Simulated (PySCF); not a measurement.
SnF4.
Z-matrix (Å and degrees, PBE0-D3(BJ)/def2-SVP geometry), rows numbered from 1:
```
Sn
F   1  1.9020
F   1  1.9022  2  109.54
F   1  1.9023  2  109.41  3  -119.90
F   1  1.9024  2  109.51  3   119.86
```

Computed, not measured: PySCF 2.14.0, density-fitted response routines, TDDFT wB97X-D/def2-SVPD, vertical, gas phase, core orbitals frozen in the response, def2 core potentials past Kr. Spin–orbit coupling is left out.

Frontier orbitals with the atoms that hold most of them (Löwdin shares over 4%, at most four atoms; ? is withheld):

| orbital | ε (eV) | atoms |
| --- | --- | --- |
| HOMO-3 | -14.63 | F2 25%, F4 24%, F5 23%, F3 23% |
| HOMO-2 | -14.56 | F5 35%, F4 33%, F2 32% |
| HOMO-1 | -14.55 | F3 39%, F2 36%, F4 18%, F5 7% |
| HOMO | -14.55 | F3 40%, F5 32%, F4 23%, F2 6% |
| LUMO | -2.35 | ? |
| LUMO+1 | 1.95 | Sn1 48%, F2 14%, F4 13%, F5 13% |
| LUMO+2 | 1.96 | Sn1 48%, F5 14%, F4 13%, F3 13% |

Problem. Which atoms hold the LUMO, and with what shares?

Solution. Sn1 (bonded to 4 F) 39%; F5 (bonded to Sn) 15%; F4 (bonded to Sn) 15%; F2 (bonded to Sn) 15%. By element: fluorine 46% or more, tin 39%.

Within 0.005 eV of a neighbour in this list lie HOMO-2/HOMO-1/HOMO (point group found: Td); within a degenerate set the shares of single atoms can hang on how the components are chosen.

Problem. The HOMO–LUMO gap is 12.20 eV. Where does the response calculation put the lowest singlet, and from which orbitals?

Solution. S1 is at 6.83 eV (f = 0.0000), 5.38 eV below the gap, made of HOMO-2/HOMO-1/HOMO→LUMO (≥97%). S1/S2/S3 lie within about 0.01 eV of each other. 

Next come S2 at 6.83 eV (f 0.0000), HOMO-2/HOMO-1/HOMO→LUMO (≥96%); S3 at 6.83 eV (f 0.0000), HOMO-2/HOMO-1/HOMO→LUMO (≥96%); S4 at 7.09 eV (f 0.0000), HOMO-6→LUMO (97%); S5 at 7.09 eV (f 0.0000), HOMO-7→LUMO (97%).

Orbitals of the list HOMO-3 to LUMO+2 that lie within 0.01 eV of each other are written together with a slash and their weights summed (≥ marks a lower bound); for degenerate orbitals outside that list single weights are arbitrary.

Löwdin shares depend on the basis, the more so with diffuse functions.

Time: 26 s of wall time. Hardware: x86-64 server, one thread, no GPU, shared host.
